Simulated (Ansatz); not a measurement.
A geometry relaxed with PBE-D3(BJ)/def2-SVP (Ansatz, a first-principles code), charge 0, multiplicity 1:

```xyz
21

C     -0.0130     1.0672    -0.0694
H      4.3820    -0.6537    -0.4519
B      3.6433     0.3143    -0.4333
C      1.5429    -1.1981    -0.0951
C     -2.0752    -0.2437     0.2516
C     -0.6623    -0.2202     0.0896
H     -2.5801    -1.2119     0.3731
N      1.3276     1.2078    -0.2305
H     -1.5280    -3.1254     0.3796
H     -2.7764     3.1171     0.1081
C      0.1668    -1.4045     0.0741
H      4.0923     1.4341    -0.5588
H     -3.9031     0.8926     0.3839
H      0.4540    -3.7659     0.1966
C     -0.8007     2.2617    -0.0594
C     -2.1731     2.1968     0.1008
H      2.2186    -2.0677    -0.1140
H     -0.2636     3.2130    -0.1836
B     -0.3527    -2.8562     0.2277
C      2.1109     0.1080    -0.2459
C     -2.8104     0.9347     0.2569
```

Task: Write the SMILES of this molecule.

Result: `Bc1cc(B)c2ccccc2n1`
